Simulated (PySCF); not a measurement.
Input file for PySCF: R-B3LYP/3-21G on H3NOSn (SMILES [NH2][Sn][OH]), a point of a torsion scan.

```python
from pyscf import gto, scf, dft, mp
from pyscf.data.elements import chemcore

mol = gto.M(
    atom='''
    N    -1.10230092   -0.06159507    0.16983765
    Sn    0.39031208   -1.40876232    0.62352149
    O     1.94282681   -0.34896029   -0.15519886
    H    -2.08629286   -0.16672038    0.37545443
    H    -0.98989228    0.82764226   -0.29889040
    H     1.85456090    0.50331386   -0.57468276
    ''',
    basis='3-21g',
    charge=0, spin=0, verbose=3, max_memory=1800)
mf = dft.RKS(mol, xc='b3lyp')
mf.conv_tol = 1e-8
mf.max_cycle = 100
mf.kernel()
if not mf.converged:
    mf = mf.newton().run(mf.mo_coeff, mf.mo_occ)
```

Output:

```
converged SCF energy = -6129.930189868
```

The calculation finished and met its thresholds.

Cost: roughly 6 core-seconds.
